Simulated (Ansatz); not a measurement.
Nb2O2⁺. The state is a doublet with charge 1. Geometry PBE0-D4/def2-TZVP, that of the neutral singlet; atoms count from 1.

```csv
atom,x (Å),y (Å),z (Å)
Nb1,0.252,1.099,-0.933
Nb2,0.242,0.395,1.388
O3,-0.242,-0.301,-1.697
O4,-0.252,-1.193,1.242
```

In the def2 sets Nb takes a core potential; there is no spin–orbit coupling. The structure comes from a short search, and lower isomers may exist.

Question: Estimate the Mulliken populations from the PBE0/def2-TZVP orbitals of Ansatz.

Answer: 
```tsv
atom	charge (e)	spin (α − β)	d electrons
Nb1	0.87	0.54	3.39
Nb2	0.87	0.54	3.39
O3	-0.37	-0.04	–
O4	-0.37	-0.04	–
```
Mulliken values and Mayer orders depend strongly on the basis.

Question: Where does the spin sit?

Answer: Summed by element: Nb 1.09, O -0.09, of 1 unpaired in all. Largest on single atoms: Nb2 0.54, Nb1 0.54, O4 -0.04.

Question: And the Mayer bond orders between bonded heavy atoms (over 0.3)?

Answer: Nb1–Nb2 2.47 (2.43 Å); Nb1–O3 2.36 (1.67 Å); Nb2–O4 2.36 (1.67 Å).
